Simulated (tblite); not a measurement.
Species: C₄H₇AlBrF.
SMILES with atom numbers: `[F:1]/[CH:2]=[C:3](/[Br:4])[CH2:5][CH2:6][AlH2:7]` (hydrogens: H8 on C2; H9, H10 on C5; H11, H12 on C6; H13, H14 on Al7)

Computed with GFN2-xTB (tblite), gas phase: L-BFGS steps from a force-field or distance-geometry start until the largest atomic force falls under 0.01 eV/Å.

The end geometry, which sets the zero of energy:
```
atom  x, y, z in Å
F1      1.9710    1.6252   -1.7769
C2      2.3712    0.8303   -0.7701
C3      1.5279    0.4491    0.1785
Br4     2.2189   -0.6840    1.5421
C5      0.0722    0.7577    0.2517
C6     -0.7825   -0.4871   -0.0847
Al7    -2.6599    0.1074    0.2918
H8      3.4157    0.5672   -0.8358
H9     -0.1811    1.1129    1.2589
H10    -0.1522    1.5664   -0.4517
H11    -0.4461   -1.3246    0.5456
H12    -0.5688   -0.8008   -1.1159
H13    -2.8231    1.4989    0.9595
H14    -3.9639   -0.6592   -0.0152
```

Question: These geometries come from the run, each turned onto the end geometry. Order them by energy, lowest first.
A.
```
atom  x, y, z in Å
F1      1.9187    1.4482   -1.8642
C2      2.3527    0.7697   -0.7882
C3      1.5324    0.4730    0.2099
Br4     2.2497   -0.5186    1.6652
C5      0.0747    0.7767    0.2736
C6     -0.7700   -0.4587   -0.1210
Al7    -2.6587    0.0936    0.2878
H8      3.4010    0.5228   -0.8464
H9     -0.1948    1.0934    1.2891
H10    -0.1371    1.6053   -0.4104
H11    -0.4122   -1.3253    0.4551
H12    -0.5622   -0.7015   -1.1710
H13    -2.8274    1.3874    1.1297
H14    -3.9676   -0.6065   -0.1314
```
B.
```
atom  x, y, z in Å
F1      1.9551    1.5360   -1.8162
C2      2.3708    0.7983   -0.7728
C3      1.5334    0.4588    0.1967
Br4     2.2340   -0.6006    1.6122
C5      0.0765    0.7679    0.2561
C6     -0.7816   -0.4607   -0.1259
Al7    -2.6575    0.1031    0.3006
H8      3.4176    0.5395   -0.8296
H9     -0.1920    1.0957    1.2676
H10    -0.1365    1.5946   -0.4288
H11    -0.4567   -1.3242    0.4763
H12    -0.5674   -0.7399   -1.1666
H13    -2.8430    1.4608    1.0240
H14    -3.9535   -0.6698   -0.0159
```
C.
```
atom  x, y, z in Å
F1      1.8318    1.6080   -1.8920
C2      2.3168    0.8488   -0.8980
C3      1.5205    0.4327    0.0536
Br4     2.3347   -0.6341    1.4200
C5      0.0859    0.7250    0.2295
C6     -0.8200   -0.5614    0.1932
Al7    -2.6905    0.0831    0.2784
H8      3.3694    0.6476   -0.9749
H9     -0.0380    1.1762    1.1998
H10    -0.2024    1.4539   -0.5280
H11    -0.5058   -1.1261    1.0719
H12    -0.5823   -1.1635   -0.6963
H13    -3.2345    0.7232    1.5783
H14    -3.3864    0.3462   -1.0579
```
D.
```
atom  x, y, z in Å
F1      1.8803    1.3975   -1.8995
C2      2.3318    0.7496   -0.8122
C3      1.5317    0.4932    0.2131
Br4     2.2926   -0.4381    1.6864
C5      0.0721    0.7849    0.2865
C6     -0.7614   -0.4631   -0.0955
Al7    -2.6490    0.0940    0.2846
H8      3.3760    0.4890   -0.8856
H9     -0.1957    1.1065    1.2999
H10    -0.1574    1.6068   -0.3997
H11    -0.4062   -1.3164    0.5035
H12    -0.5466   -0.7322   -1.1394
H13    -2.8304    1.2656    1.2850
H14    -3.9385   -0.4778   -0.3493
```
E.
```
atom  x, y, z in Å
F1      1.9610    1.4833   -1.9332
C2      2.3801    0.7355   -0.8989
C3      1.5775    0.4629    0.1197
Br4     2.3027   -0.5986    1.5242
C5      0.1458    0.8610    0.2643
C6     -0.7898   -0.3650    0.1347
Al7    -2.7401    0.0673    0.3039
H8      3.4043    0.4111   -1.0058
H9     -0.0005    1.3330    1.2411
H10    -0.0854    1.5964   -0.5112
H11    -0.4638   -1.1104    0.8804
H12    -0.6053   -0.8358   -0.8476
H13    -3.3755    0.6411    1.5915
H14    -3.7117   -0.1223   -0.8853
```

Answer: B (0.003 eV), A (0.006 eV), D (0.011 eV), E (0.038 eV), C (0.169 eV).

In the order of the answer:

```tsv
step	E above end (eV)	largest force (eV/Å)	rms force component (eV/Å)	rms distance from end (Å)	rms bond change (Å)	bond most changed (Å)
113	0.003	0.04	0.016	0.057	0.001	Al7–H13 -0.002
109	0.006	0.09	0.023	0.114	0.002	C6–Al7 +0.005
93	0.011	0.03	0.010	0.191	0.001	Al7–H14 +0.003
62	0.038	0.05	0.013	0.471	0.003	C6–H12 +0.006
3	0.169	1.08	0.312	0.565	0.015	C5–C6 +0.027
```

What follows is the cost of the whole relaxation. Hardware: one thread, Intel Xeon at 2.50 GHz (x86_64), shared host with 64 logical CPUs at a one-minute load of 58. Cost: 3.9 s wall, 3.0 s CPU.
